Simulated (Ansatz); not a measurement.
Species: H$_{5}$SiPO, charge 0, singlet. H5SiPO (hydroxysilylphosphane, SMILES P[SiH2]O).
B3LYP-D3(BJ)/def2-TZVP minimum from Ansatz (an electronic-structure program):
```xyz
8

Si    -0.8125    -0.0085    -0.1484
O     -0.9380     1.5929     0.2428
P      1.2517    -0.9135     0.0419
H     -1.7177    -0.7064     0.7859
H     -1.2376    -0.2584    -1.5486
H     -0.3675     2.2177    -0.2116
H      1.5551    -0.2449     1.2561
H      1.8704     0.0695    -0.7757
```

Quantity: atomisation energy (electronic, to ground-state atoms), in kcal/mol. Radicals and triplets start from unrestricted determinants; spin-orbit coupling is neglected. CBS(X,Y): correlation extrapolated as X^-3, Hartree-Fock from the larger set. A bracket is a step between two methods taken in the basis named. Functionals run without relativity, which enters their misses. '+ core + X2C': CCSD(T) terms for core correlation (cc-pwCVTZ, 1s frozen past Ne) and scalar relativity (cc-pVTZ-DK). Where a partner has so few electrons that a lower coupled-cluster level is exact, that level stands in.

CCSD(T)/CBS(cc-pV(T+d)Z,cc-pV(Q+d)Z) + [CCSDT(Q) - CCSD(T)]/cc-pV(D+d)Z + core + X2C (Ansatz) gives 597.7 kcal/mol.

Problem. How far off this value is PBE/def2-TZVPD (Ansatz), in which direction, and which of these levels come nearer: r2SCAN/def2-TZVPD, B3LYP/def2-TZVPD, PBE0/def2-TZVPD, wB97M-V/def2-TZVPD, CCSD(T)/CBS(cc-pV(T+d)Z,cc-pV(Q+d)Z) + core + X2C?

Solution. PBE gives 591.1 kcal/mol, 6.6 kcal/mol below it. Differences of the others: r2SCAN/def2-TZVPD (Ansatz) -5.2; B3LYP/def2-TZVPD (Ansatz) -8.1; PBE0/def2-TZVPD (Ansatz) -14.4; wB97M-V/def2-TZVPD (Ansatz) 0.2; CCSD(T)/CBS(cc-pV(T+d)Z,cc-pV(Q+d)Z) + core + X2C (Ansatz) -0.7 kcal/mol. Nearer than PBE: r2SCAN/def2-TZVPD, wB97M-V/def2-TZVPD, CCSD(T)/CBS(cc-pV(T+d)Z,cc-pV(Q+d)Z) + core + X2C.
